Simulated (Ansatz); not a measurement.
Consider the cleavage of the B–B bond: `BBCl` + `CNBN` → `BNBNC` + `BCl`.

Calculated with Ansatz (gas phase, PBE0-D4/def2-TZVP geometries, no zero-point term in ΔE). CBS: MP2 limit from def2 TZ/QZ plus the TZ coupled-cluster correction, frozen cores. This one scheme is used for every species. DFT in def2-TZVPP. Each species was taken in one conformer, which may not be the lowest.

CCSD(T)/CBS gives -31.9 kcal/mol.

(1) Another level gave -32.6 kcal/mol. Which?
A. CAM-B3LYP/def2-TZVPP
B. MP2/def2-TZVPP
C. CCSD(T)/def2-TZVPP
D. PBE-D4/def2-TZVPP

Largest T1 diagnostic among the species: 0.013.

Results:

(1) C. CCSD(T)/def2-TZVPP -32.6, PBE-D4 -29.8, MP2/def2-TZVPP -33.6, CAM-B3LYP -31.0 kcal/mol.

In def2-TZVPP, CCSD(T) changes the Hartree–Fock value by −2.3 kcal/mol (the triples alone add −0.7 kcal/mol) and MP2 by −3.3 kcal/mol. The D4 term adds −1.1 kcal/mol with B3LYP and −0.6 kcal/mol with PBE0; it sums over pairs of atoms, weighted by their polarisabilities, and B3LYP, whose exchange is more repulsive, gets the larger term.

B3LYP here is the variant with VWN-RPA as its local correlation; programs differ in this.
